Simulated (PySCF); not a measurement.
C3H3ClF2, SMILES FC(F)/C=C/Cl.

Coordinates come from a B3LYP-D3(BJ)/def2-SVP optimisation. Other conformers were not sampled.

The numbers are results of PySCF with PBE/def2-TZVP, not measurements.

Computed frontier levels, gap, dipole moment and polarisability:
| Item | Value |
|---|---|
| highest occupied level | -6.76 eV |
| lowest empty level | -1.87 eV |
| orbital gap | 4.89 eV |
| dipole moment | 1.34 D |
| quadrupole, principal values (traceless, Buckingham form, about the centre of nuclear charge) | -6.44, 0.96, 5.48 D·Å |
| mean static polarisability | 52.1 bohr³ (7.72 Å³) |
| polarisability, principal values | 36.0, 44.7, 75.5 bohr³ |
